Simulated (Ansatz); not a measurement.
`C[CH2][Al]([F])[SiH3]`, relaxed with RKS PBE-D4/def2-SVP in Ansatz from a rough embedded geometry. The force threshold is 0.03 eV/Å; the program also tests the step.

The species carries charge 0 and has multiplicity 1.

Start:

```xyz
13

C    -0.249    1.856    0.294
C    -0.166    0.743    1.256
Al   -0.597   -1.035    0.416
F    -1.851   -2.066    1.076
Si    0.719   -1.812   -1.387
H    -1.306    1.910   -0.189
H     0.466    1.702   -0.590
H    -0.011    2.818    0.717
H    -0.851    0.958    2.083
H     0.881    0.738    1.667
H     1.746   -0.765   -1.710
H     1.402   -3.054   -1.033
H    -0.184   -1.992   -2.601
```

```json
{"step": "1", "energy (eV)": "-19375.6862", "largest force (eV/Å)": "2.716", "largest move (Å)": "0.000"}
{"step": "2", "energy (eV)": "-19375.9462", "largest force (eV/Å)": "0.979", "largest move (Å)": "0.167"}
{"step": "3", "energy (eV)": "-19375.9799", "largest force (eV/Å)": "0.999", "largest move (Å)": "0.153"}
{"step": "4", "energy (eV)": "-19376.0249", "largest force (eV/Å)": "0.427", "largest move (Å)": "0.115"}
{"step": "5 (rejected)", "energy (eV)": "-19376.0227", "largest force (eV/Å)": "0.312", "largest move (Å)": "0.065"}
{"step": "6", "energy (eV)": "-19376.0344", "largest force (eV/Å)": "0.076", "largest move (Å)": "0.032"}
{"step": "7", "energy (eV)": "-19376.0362", "largest force (eV/Å)": "0.035", "largest move (Å)": "0.037"}
{"step": "8", "energy (eV)": "-19376.0387", "largest force (eV/Å)": "0.027", "largest move (Å)": "0.072"}
{"step": "9", "energy (eV)": "-19376.0388", "largest force (eV/Å)": "0.176", "largest move (Å)": "0.196"}
{"step": "10", "energy (eV)": "-19376.0420", "largest force (eV/Å)": "0.056", "largest move (Å)": "0.025"}
{"step": "11", "energy (eV)": "-19376.0440", "largest force (eV/Å)": "0.035", "largest move (Å)": "0.065"}
{"step": "12", "energy (eV)": "-19376.0453", "largest force (eV/Å)": "0.188", "largest move (Å)": "0.196"}
{"step": "13", "energy (eV)": "-19376.0469", "largest force (eV/Å)": "0.095", "largest move (Å)": "0.022"}
{"step": "14", "energy (eV)": "-19376.0482", "largest force (eV/Å)": "0.049", "largest move (Å)": "0.049"}
{"step": "15", "energy (eV)": "-19376.0494", "largest force (eV/Å)": "0.082", "largest move (Å)": "0.137"}
{"step": "16", "energy (eV)": "-19376.0501", "largest force (eV/Å)": "0.052", "largest move (Å)": "0.019"}
{"step": "17", "energy (eV)": "-19376.0508", "largest force (eV/Å)": "0.026", "largest move (Å)": "0.060"}
{"step": "18", "energy (eV)": "-19376.0510", "largest force (eV/Å)": "0.084", "largest move (Å)": "0.092"}
{"step": "19", "energy (eV)": "-19376.0515", "largest force (eV/Å)": "0.024", "largest move (Å)": "0.011"}
```

End:

```xyz
13

C    -0.076    1.868    0.239
C    -0.437    0.794    1.279
Al   -0.346   -1.064    0.641
F    -0.972   -2.272    1.644
Si    0.598   -1.791   -1.511
H    -0.773    1.858   -0.626
H     0.945    1.721   -0.174
H    -0.108    2.893    0.667
H    -1.458    0.960    1.692
H     0.236    0.863    2.166
H     1.653   -0.830   -2.002
H     1.218   -3.164   -1.442
H    -0.479   -1.835   -2.571
```

Run time 30 s (4 threads of an Arm Neoverse V1 on a shared host); peak host memory 0.16 GiB.
